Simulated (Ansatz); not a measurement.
The cluster GeCl₃⁻. Total charge -1; singlet. Geometry relaxed at PBE0-D4/def2-SVPD.

```tsv
atom	x (Å)	y (Å)	z (Å)
Ge1	0.730	0.286	0.362
Cl2	-1.022	1.767	-0.022
Cl3	-0.501	-1.381	1.416
Cl4	0.793	-0.672	-1.756
```

The structure comes from a short search, and lower isomers may exist.

Q: Estimate the harmonic wavenumbers at RKS PBE0-D4/def2-SVPD (Ansatz, unscaled). Is this a minimum?

A: 114, 114, 146, 292, 293, 331 cm⁻¹. Yes, no mode is imaginary beyond noise. Zero-point energy 7.7 kJ/mol. Run time 26 s (4 threads of Arm Neoverse V2 on a shared host).
